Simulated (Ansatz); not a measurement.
Input file for Ansatz (an electronic-structure program): R-CCSD(T)/def2-SVP on H5NOSn (SMILES [NH2][SnH2][OH]), a point of a torsion scan. Elements past Kr take the def2 small-core potentials; no spin–orbit coupling. The run froze 11 orbitals, filled d shells among them.

Ansatz 0.2 input:
```yaml
crystal:
  periodic: [false, false, false]
  atoms:
    - {symbol: N, position_ang: [1.42805714, -0.47596793, 0.11251171]}
    - {symbol: Sn, position_ang: [-0.29582539, 0.55247059, 0.00900066]}
    - {symbol: O, position_ang: [-1.59507599, -0.76459947, -0.54848448]}
    - {symbol: H, position_ang: [1.70726947, -0.94107398, -0.74206691]}
    - {symbol: H, position_ang: [2.22700853, 0.05477155, 0.42957772]}
    - {symbol: H, position_ang: [-0.39344922, 1.85328121, -1.06342433]}
    - {symbol: H, position_ang: [-0.74234654, 0.97011644, 1.54413369]}
    - {symbol: H, position_ang: [-1.27424181, -1.47967243, -1.09342502]}
basis:
  gaussian:
    orbitals: def2-SVP
magnetization: {spin_polarized: false}
correlation: {method: ccsd_t, electrons: outside_noble_gas}
scf: {lower_state_search: off}
```

**Question.** What total energy does the run end on?

**Answer.** -345.9458 hartree (reference determinant -345.4497, T1 diagnostic 0.012).

**Question.** How many basis functions does it have, and what does it roughly cost on one machine?

**Answer.** 79 functions; about 5 core-seconds (a rough figure).
